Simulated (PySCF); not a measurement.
H2Ge, SMILES [GeH2], singlet (B3LYP/def2-SVP optimised geometry):

```
3

Ge    -0.792    -0.802     0.000
H     -0.812     0.802     0.000
H      0.812    -0.802     0.000
```

Method: B3LYP/def2-TZVP (PySCF 2.14.0).

Task: What are the frontier orbital energies and the dipole moment?

Result: HOMO-2 -14.13 eV, HOMO-1 -8.58 eV, HOMO -6.76 eV, LUMO -3.30 eV, LUMO+1 0.80 eV; dipole moment 0.32 D.

On the same geometry PBE/def2-TZVP (PySCF) gives HOMO-2 -12.80 eV, HOMO-1 -7.54 eV, HOMO -5.88 eV, LUMO -3.93 eV, LUMO+1 0.26 eV; dipole moment 0.24 D.

Meta-Löwdin charges at B3LYP/def2-TZVP: Ge1 0.17, H2 -0.08, H3 -0.08.
